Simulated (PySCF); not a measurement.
# Tellurium: a sound run and one with changed settings

Sound run: Te [Kr] 4d10 5s2 5p4, Te⁺ [Kr] 4d10 5s2 5p3. Computed with PySCF 2.14 in x2c-SVPall (6s5p3d, 36 functions), with scalar relativity by spin-free X2C-1e. The sound run starts from symmetry-adapted Hartree-Fock orbitals and uses a fine grid where one is needed.

Changed run: 14 angular points. This setting is unsound on purpose.

```json
{"species": "Te", "method": "UHF", "sound run (hartree)": "-6790.12082", "changed run (hartree)": "-6790.12082", "converged": "yes"}
{"species": "Te", "method": "MN15", "sound run (hartree)": "-6797.41224", "changed run (hartree)": "-6797.41327", "converged": "yes"}
{"species": "Te", "method": "TPSS", "sound run (hartree)": "-6792.64473", "changed run (hartree)": "-6792.64431", "converged": "yes"}
{"species": "Te⁺", "method": "UHF", "sound run (hartree)": "-6789.83891", "changed run (hartree)": "-6789.83891", "converged": "yes"}
{"species": "Te⁺", "method": "MN15", "sound run (hartree)": "-6797.09577", "changed run (hartree)": "-6797.09577", "converged": "yes"}
{"species": "Te⁺", "method": "TPSS", "sound run (hartree)": "-6792.32569", "changed run (hartree)": "-6792.32569", "converged": "yes"}
```

Ionisation energy of Te:

```csv
method,sound run (eV),changed run (eV)
UHF,7.671,7.671
MN15,8.612,8.640
TPSS,8.681,8.670
```

A coarse angular grid integrates products of high-l functions wrongly, so density functionals can shift, and the SCF can exploit the error; Hartree-Fock and MP2 need no grid.

For comparison, NIST gives 9.010 eV between the lowest levels.
